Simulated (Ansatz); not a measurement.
Ge(H)(F)2(Me) (CH4F2Ge), SMILES [CH3][GeH]([F])[F].

Coordinates come from a B3LYP-D3(BJ)/def2-SVP optimisation.

Two levels are set side by side: PBE/def2-SVPD (Ansatz, a quantum-chemistry and plane-wave program) and CAM-B3LYP/def2-SVPD (Ansatz). Energy differences of separate SCF runs at the same geometry; the states with an electron removed or added have multiplicity 2 and 2. Differences are taken from unrounded values.

```
quantity                           CAM-B3LYP
---------------------------------  ---------
vertical ionisation energy (eV)        12.07
vertical singlet–triplet gap (eV)       7.98
```

Question: What does PBE give, and how far is it from CAM-B3LYP? (An estimate is asked for; the answer gives what the named calculation found.)

Answer: 
```tsv
quantity	PBE	PBE minus CAM-B3LYP
vertical ionisation energy (eV)	11.35	-0.71
vertical singlet–triplet gap (eV)	7.14	-0.84
```
